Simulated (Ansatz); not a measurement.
Reaction (ligand exchange at the Si–N bond): `O[SiH](F)N[SiH3]` + H₂Se → `O[SiH](F)[SeH]` + `N[SiH3]`

Calculated with Ansatz (gas phase, PBE0-D4/def2-TZVP geometries, no zero-point term in ΔE). CBS: MP2 limit from def2 TZ/QZ plus the TZ coupled-cluster correction, frozen cores. This one scheme is used for every species. Functionals use def2-TZVPP. For Se outer-core shells are correlated without core-valence functions, which leaves a few kJ/mol of doubt a bond. Scalar relativity is left out up to krypton. One conformer a species, not always the lowest.

CCSD(T)/CBS gives +4.2 kcal/mol.

Q: Another level gave +5.4 kcal/mol. Which?
A. PBE-D4/def2-TZVPP
B. PBE0-D4/def2-TZVPP
C. HF/def2-TZVPP
D. CCSD(T)/def2-TZVPP

A: D. CCSD(T)/def2-TZVPP 5.4, HF/def2-TZVPP 6.4, PBE0-D4 2.6, PBE-D4 1.6 kcal/mol.

Largest T1 diagnostic among the species: 0.011.

From PBE to PBE0 (25 % exact exchange), in def2-TZVPP and without D4, ΔE moves by +1.0 kcal/mol. In def2-TZVPP, CCSD(T) changes the Hartree–Fock value by −1.0 kcal/mol (the triples alone add −0.3 kcal/mol) and MP2 by −2.0 kcal/mol.
